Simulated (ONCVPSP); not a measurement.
## I: one change to an ONCV potential, before and after

- Element: I
- Generator: ONCVPSP 4.0.1
- Type: optimised norm-conserving Vanderbilt (ONCV)
- Functional: PBE
- Relativity: scalar-relativistic
- Frozen core: [Kr] 4d10
- Valence charge: 7
- Reference configuration: 5s2 5p5
- Partial waves: 5s: rc 1.55 bohr, ncon 4, nbas 8, qcut 3.3 1/bohr, 2 projectors, debl 0.9 Ha; 5p: rc 1.75 bohr, ncon 4, nbas 7, qcut 5.3 1/bohr, 2 projectors, debl 3.7 Ha
- Local potential: polynomial inside 1.15 bohr (lpopt 5, dvloc0 4 Ha)
- Core correction: Teter function fitted to the true core (icmod 2), fcfact 0.35

Change: local potential polynomial inside 1.15 bohr (lpopt 5, dvloc0 7.5 Ha).

Cutoffs: the cutoffs (Ha) at which the residual kinetic energy of the hardest occupied pseudo-wave falls to 1 and 0.1 mHa per electron; they do not see the model core or the augmentation charge, which bear on the density cutoff. Errors are all-electron minus pseudo energies relative to the spin-unpolarised reference configuration.

**Question.** How do hardness, ghosts and transferability respond?

**Answer.** The potential gets neither clearly harder nor softer (18 Ha and 47 Ha → 18 Ha and 47 Ha); the bound ghost in s disappears; the lowest positive-energy flag moves from p at 108.4 eV to s at 5.8 eV; the errors of the 4 common tests hardly move. In the separable form a ghost depends on how the local part lies against the semilocal potential of the channel, so the choice of the local part can create or remove one.

```csv
quantity,base,changed
"cutoff, loose",18 Ha,18 Ha
"cutoff, tight",47 Ha,47 Ha
bound ghosts,s,none
GHOST(+) flags under 300 eV,p at 108.4 eV,"s at 5.8 eV, p at 135.0 eV"
"error for 5s2 5p4, meV [ΔE 11.13 eV]",-2.7,-2.7
"error for 5s2 5p3, meV [ΔE 30.98 eV]",-11,-11
"error for 5s2 5p2, meV [ΔE 60.31 eV]",-36,-36
"error for 5s1 5p6, meV [ΔE 10.41 eV]",-9.6,-9.6
s: phases at 1.57 bohr within 0.05 rad from the reference energy up to (Ha; the scan ends near 5),to the end of the scan,to the end of the scan
p: phases at 1.77 bohr within 0.05 rad from the reference energy up to (Ha; the scan ends near 5),3.9,4.7
"rms error of d²Exc/dni dnj with the model core, mHa",0.29,0.29
```

Base: The cutoffs count occupied waves only; projector 2 of the p channel, the hardest unoccupied one, needs 63 Ha at the loose tolerance. Changed file: The cutoffs count occupied waves only; projector 2 of the p channel, the hardest unoccupied one, needs 63 Ha at the loose tolerance. A true bound ghost makes a file unfit for plane-wave use even where its test errors are small: the radial tests pick states by their node count and pass the ghost by.
